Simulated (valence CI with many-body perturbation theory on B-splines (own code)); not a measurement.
Results of a calculation; reference values are marked as such.
## Energy levels of Pd XLI

Level of theory: configuration interaction combined with many-body perturbation theory (CI+MBPT): four valence electrons over a frozen Dirac-Fock core [He], radial functions for each j: 11 s, 11 p, 10 d, 8 f, 5 g, 2 h, with the one-electron correlation potential Σ1 (screened to all orders), the two-electron term Σ2, the three-electron term Σ3, Breit, model QED; selected single and double excitations, second order for the rest, scaled by the run's own slope (own B-spline code, finite nucleus).

No measured spectrum was set against this ion. As an estimate, large intervals hold to a few tenths of a per cent, small ones and those within an open d or f shell to about a per cent. Among the levels kept, up to 940 cm⁻¹ of a level comes from second order outside the variational space, and about a tenth of that is noise between levels of different J, which matters for small intervals.

Levels 136 to 180 of 203, with energies above the lowest level, (2s^2 2p1/2^2) J=0. "Leading %" is the weight of the configuration and term that name the level; weights of strongly mixed levels are sums over their largest components and can fall short. In the jj column 3d3/2^4 stands for four electrons in 3d with j = 3/2.

| No. | Configuration | Term | J | E (eV) | Leading % | Second component | g | Leading jj |
| --- | --- | --- | --- | --- | --- | --- | --- | --- |
| 136 | 2p³3p | ³P | 1 | 4093.3 | 38 | 20 % 2p³3p ¹P | 1.417 | 2p1/2^2 2p3/2 3p3/2 (96 %) |
| 137 | 2s2p²3p | ³P° | 1 | 4095.3 | 53 | 22 % 2s2p²3p ¹P° | 1.276 | 2s 2p3/2^2 3p1/2 (90 %) |
| 138 | 2s2p²3p | ³D° | 2 | 4095.4 | 36 | 26 % 2s2p²3p ¹D° | 1.082 | 2s 2p3/2^2 3p1/2 (93 %) |
| 139 | 2p³3p | ³P | 2 | 4107.8 | 37 | 18 % 2p³3p ⁵P | 1.329 | 2p1/2^2 2p3/2 3p3/2 (93 %) |
| 140 | 2p³3p | ³P | 0 | 4122.4 | 76 | 21 % 2p³3p ¹S |  | 2p1/2^2 2p3/2 3p3/2 (94 %) |
| 141 | 2s2p²3d | ³D | 3 | 4125.7 | 29 | 24 % 2s2p²3d ⁵D | 1.319 | 2s 2p3/2^2 3d3/2 (80 %) |
| 142 | 2s2p²3d | ³D | 2 | 4126.1 | 31 | 20 % 2s2p²3d ⁵P | 1.366 | 2s 2p3/2^2 3d3/2 (94 %) |
| 143 | 2s2p²3d | ³F | 4 | 4127.0 | 46 | 30 % 2s2p²3d ⁵D | 1.322 | 2s 2p3/2^2 3d5/2 (70 %) |
| 144 | 2s2p²3d | ³P | 1 | 4128.8 | 33 | 29 % 2s2p²3d ⁵P | 1.675 | 2s 2p3/2^2 3d3/2 (92 %) |
| 145 | 2s2p²3d | ³G | 5 | 4129.4 | 53 | 47 % 2s2p²3d ⁵F | 1.286 | 2s 2p3/2^2 3d5/2 (96 %) |
| 146 | 2s2p²3p | ³D° | 3 | 4130.9 | 64 | 13 % 2s2p²3p ³F° | 1.267 | 2s 2p3/2^2 3p3/2 (89 %) |
| 147 | 2s2p²3p | ³P° | 0 | 4131.7 | 59 | 39 % 2s2p²3p ¹S° |  | 2s 2p3/2^2 3p3/2 (95 %) |
| 148 | 2s2p²3p | ³P° | 2 | 4135.3 | 18 | 12 % 2p³3d ³D° | 1.201 | 2p1/2^2 2p3/2 3d3/2 (59 %) |
| 149 | 2s2p²3d | ³F | 4 | 4135.6 | 50 | 27 % 2s2p²3d ¹G | 1.145 | 2s 2p3/2^2 3d3/2 (70 %) |
| 150 | 2s2p²3p | ³P° | 2 | 4136.1 | 47 | 8 % 2p³3d ³F° | 1.288 | 2s 2p3/2^2 3p3/2 (60 %) |
| 151 | 2s2p²3p | ¹P° | 1 | 4137.4 | 48 | 31 % 2s2p²3p ³P° | 1.185 | 2s 2p3/2^2 3p3/2 (92 %) |
| 152 | 2p³3d | ³F° | 3 | 4139.4 | 25 | 23 % 2p³3d ⁵D° | 1.165 | 2p1/2^2 2p3/2 3d3/2 (87 %) |
| 153 | 2p³3d | ⁵D° | 1 | 4142.3 | 33 | 25 % 2p³3d ³D° | 1.176 | 2p1/2^2 2p3/2 3d3/2 (94 %) |
| 154 | 2p³3d | ³P° | 0 | 4142.8 | 53 | 35 % 2p³3d ⁵D° |  | 2p1/2^2 2p3/2 3d3/2 (95 %) |
| 155 | 2s2p²3p | ³P° | 2 | 4143.6 | 45 | 30 % 2s2p²3p ¹D° | 1.309 | 2s 2p3/2^2 3p3/2 (94 %) |
| 156 | 2s2p²3d | ³P | 0 | 4144.0 | 66 | 26 % 2s2p²3d ¹S |  | 2s 2p3/2^2 3d5/2 (88 %) |
| 157 | 2p³3s | ⁵S° | 2 | 4150.4 | 44 | 33 % 2p³3s ³D° | 1.525 | 2p1/2 2p3/2^2 3s (85 %) |
| 158 | 2p³3d | ³F° | 4 | 4150.9 | 44 | 34 % 2p³3d ⁵D° | 1.278 | 2p1/2^2 2p3/2 3d5/2 (97 %) |
| 159 | 2s2p²3d | ³P | 1 | 4151.5 | 28 | 25 % 2s2p²3d ³S | 1.473 | 2s 2p3/2^2 3d5/2 (90 %) |
| 160 | 2s2p²3d | ³D | 3 | 4152.3 | 41 | 23 % 2s2p²3d ¹F | 1.170 | 2s 2p3/2^2 3d5/2 (80 %) |
| 161 | 2p³3s | ³S° | 1 | 4152.5 | 27 | 24 % 2p³3s ³D° | 1.221 | 2p1/2 2p3/2^2 3s (51 %) |
| 162 | 2s2p²3d | ³P | 2 | 4157.1 | 37 | 23 % 2s2p²3d ¹D | 1.268 | 2s 2p3/2^2 3d5/2 (93 %) |
| 163 | 2p³3d | ³D° | 2 | 4159.0 | 33 | 18 % 2p³3d ³P° | 1.297 | 2p1/2^2 2p3/2 3d5/2 (82 %) |
| 164 | 2p³3s | ³D° | 3 | 4165.4 | 36 | 24 % 2p³3d ³D° | 1.229 | 2p1/2^2 2p3/2 3d5/2 (52 %) |
| 165 | 2p³3s | ³S° | 1 | 4166.8 | 23 | 20 % 2p³3s ³D° | 1.278 | 2s 2p3/2^2 3p3/2 (51 %) |
| 166 | 2p³3d | ³D° | 1 | 4174.6 | 41 | 23 % 2p³3d ³P° | 0.990 | 2p1/2^2 2p3/2 3d5/2 (91 %) |
| 167 | 2p³3s | ³D° | 3 | 4175.0 | 55 | 8 % 2p³3d ¹F° | 1.261 | 2p1/2 2p3/2^2 3s (55 %) |
| 168 | 2p³3s | ¹D° | 2 | 4175.2 | 66 | 28 % 2p³3s ³D° | 1.053 | 2p1/2 2p3/2^2 3s (95 %) |
| 169 | 2s2p²3d | ³D | 1 | 4183.6 | 49 | 26 % 2s2p²3d ¹P | 0.738 | 2s 2p3/2^2 3d3/2 (84 %) |
| 170 | 2s2p²3d | ³F | 2 | 4189.0 | 32 | 29 % 2s2p²3d ³D | 1.009 | 2s 2p3/2^2 3d3/2 (85 %) |
| 171 | 2s2p²3d | ³F | 3 | 4189.1 | 40 | 13 % 2s2p²3d ¹F | 1.071 | 2s 2p3/2^2 3d3/2 (72 %) |
| 172 | 2s2p²3d | ³D | 1 | 4192.0 | 26 | 24 % 2p³3p ⁵P | 1.236 | 2p1/2 2p3/2^2 3p1/2 (59 %) |
| 173 | 2s2p²3d | ³D | 2 | 4192.5 | 58 | 16 % 2s2p²3d ³P | 1.177 | 2s 2p3/2^2 3d3/2 (73 %) |
| 174 | 2s2p²3d | ³F | 4 | 4194.6 | 70 | 14 % 2s2p²3d ¹G | 1.191 | 2s 2p3/2^2 3d5/2 (96 %) |
| 175 | 2s2p²3d | ³D | 1 | 4195.4 | 45 | 18 % 2p³3p ⁵P | 1.067 | 2s 2p3/2^2 3d3/2 (57 %) |
| 176 | 2s2p²3d | ³D | 3 | 4197.3 | 80 | 6 % 2s2p²3d ¹F | 1.289 | 2s 2p3/2^2 3d5/2 (90 %) |
| 177 | 2s2p²3d | ³P | 0 | 4198.6 | 77 | 20 % 2s2p²3d ¹S |  | 2s 2p3/2^2 3d3/2 (92 %) |
| 178 | 2p³3s | ³P° | 0 | 4200.2 | 98 |  |  | 2p1/2 2p3/2^2 3s (98 %) |
| 179 | 2p³3p | ³F | 2 | 4200.6 | 28 | 19 % 2p³3p ³P | 1.180 | 2p1/2 2p3/2^2 3p1/2 (84 %) |
| 180 | 2s2p²3d | ³D | 3 | 4202.2 | 41 | 37 % 2s2p²3d ¹F | 1.176 | 2s 2p3/2^2 3d5/2 (85 %) |

Where two levels of one J and parity lie close, their mixing, g and order are uncertain.
